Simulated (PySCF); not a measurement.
Working out the ionisation energy of Co

Co [Ar] 3d7 4s2 (4F) → Co⁺ [Ar] 3d8 (3F). All numbers are calculated (PySCF 2.14, no relativity, point nucleus, in aug-cc-pwCVQZ (11s10p8d5f4g3h, 185 functions)). Frozen: nothing. Energies in hartree (1 hartree = 27.21139 eV):

| part | Co (lower) | Co⁺ (upper) |
| --- | --- | --- |
| UHF | -1381.427360 | -1381.138841 |
| MP2 opposite-spin | -0.705414 | -0.738178 |
| MP2 same-spin | -0.326302 | -0.343810 |

What does Hartree-Fock give?

(-1381.138841) − (-1381.427360) = 0.288519 hartree = 7.851 eV.

What do MP2 and SCS-MP2 (6/5 opposite-spin, 1/3 same-spin) give?

The opposite-spin parts differ by -0.892 eV and the same-spin parts by -0.476 eV. MP2: 7.851 + (-0.892) + (-0.476) = 6.483 eV. SCS-MP2: 7.851 + 1.2 × (-0.892) + (-0.476)/3 = 6.622 eV.

Measured between the centres of the two terms (NIST): 7.869 eV, so MP2 (all electrons) is off by -1.386 eV.

The calculation is non-relativistic.

What remains against the reference includes basis incompleteness and correlation beyond second order.
